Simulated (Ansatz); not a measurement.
The cluster Li7. Total charge 0; doublet. Geometry PBE/def2-TZVP.

```xyz
7

Li    1.160   -1.707   -1.553
Li   -0.562    0.629   -2.442
Li   -0.372    0.669    2.468
Li    1.278   -1.685    1.485
Li    1.166    0.838   -0.052
Li   -1.506    2.096    0.041
Li   -1.163   -0.839    0.053
```

B3LYP takes the VWN-RPA correlation. At HF/STO-3G the charge 0 doublet is spin-contaminated (final ⟨S²⟩ up to 1.64, 0.75 for a pure state). The structure comes from a short search, and lower isomers may exist.

Task: Estimate the α-spin orbital energies around the gap (eV) in Ansatz with HF/STO-3G, PBE/def2-TZVP, B3LYP/6-31G, PBE0/def2-TZVPD, ωB97M-V/def2-TZVP.

Result: 
| orbital | HF/STO-3G | PBE/def2-TZVP | B3LYP/6-31G | PBE0/def2-TZVPD | ωB97M-V/def2-TZVP |
| --- | --- | --- | --- | --- | --- |
| HOMO−9 | -63.69 | -50.53 | -53.92 | -54.63 | -57.50 |
| HOMO−8 | -63.47 | -50.53 | -53.92 | -54.63 | -57.50 |
| HOMO−7 | -63.43 | -50.53 | -53.92 | -54.63 | -57.50 |
| HOMO−6 | -63.42 | -50.53 | -53.92 | -54.62 | -57.49 |
| HOMO−5 | -63.39 | -49.89 | -53.43 | -53.98 | -56.91 |
| HOMO−4 | -63.38 | -49.89 | -53.42 | -53.97 | -56.91 |
| HOMO−3 | -7.21 | -4.92 | -5.48 | -5.83 | -7.65 |
| HOMO−2 | -4.86 | -3.46 | -3.74 | -3.97 | -5.08 |
| HOMO−1 | -3.97 | -3.46 | -3.74 | -3.97 | -5.08 |
| HOMO | -3.23 | -2.75 | -2.88 | -3.16 | -3.95 |
| LUMO | 2.06 | -1.92 | -1.42 | -1.47 | -0.40 |
| LUMO+1 | 2.39 | -1.89 | -1.40 | -1.42 | -0.23 |
| LUMO+2 | 2.40 | -1.89 | -1.40 | -1.42 | -0.23 |
| LUMO+3 | 2.48 | -1.53 | -0.98 | -1.11 | 0.54 |
| LUMO+4 | 2.55 | -1.53 | -0.98 | -1.11 | 0.54 |
| LUMO+5 | 3.49 | -0.84 | -0.42 | -0.44 | 0.73 |
| β HOMO | -3.83 | -3.31 | -3.61 | -3.80 | -5.02 |
| β LUMO | 2.00 | -2.25 | -1.75 | -1.72 | -0.58 |
